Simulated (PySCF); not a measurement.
A structure optimised at PBE-D3(BJ)/def2-SVP, used in a PySCF frequency run:

```xyz
8

Al     0.0974    -1.3758     0.0000
I     -0.0469     1.1238     0.0000
C     -1.4937    -2.4948     0.0000
H     -2.1205    -2.2886     0.8920
H     -1.2196    -3.5687     0.0000
H     -2.1205    -2.2886    -0.8920
O      1.6455    -2.1179     0.0000
H      2.4767    -1.6168     0.0000
```

Question: Write its SMILES, formula and point group.

Answer: [CH3][Al]([OH])[I], CH4AlIO, Cs

Question: What are its rotational constants (standard atomic weights)?

Answer: 5.7088, 1.3281, 1.0849 GHz
